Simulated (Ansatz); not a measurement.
The same ligand exchange along the group F, Cl, Br, I.

Isolated molecules relaxed with PBE0-D4/def2-TZVP in Ansatz; ΔE leaves out vibrations. CBS: MP2 limit from def2 TZ/QZ plus the TZ coupled-cluster correction, frozen cores. This one scheme is used for every species. DFT in def2-TZVPP. Elements past krypton have def2 core potentials. For Br, I, Na outer-core shells are correlated without core-valence functions, which leaves a few kJ/mol of doubt a bond. Scalar relativity is left out up to krypton.

```csv
reaction,HF/CBS(def2) (kJ/mol),B97M-V (kJ/mol)
`[F][Na]` + NH₃ → `[NH2][Na]` + H–F,161,155
`[Na][Cl]` + NH₃ → `[NH2][Na]` + HCl,256,231
`[Na][Br]` + NH₃ → `[NH2][Na]` + HBr,284,249
`[Na][I]` + NH₃ → `[NH2][Na]` + HI,297,252
```

Q: Give the CCSD(T)/CBS values in the same order. (Best estimate.)

A: Ansatz gave: 145, 222, 243, 254 kJ/mol.

Largest T1 diagnostic: 0.013, for `[F][Na]`.
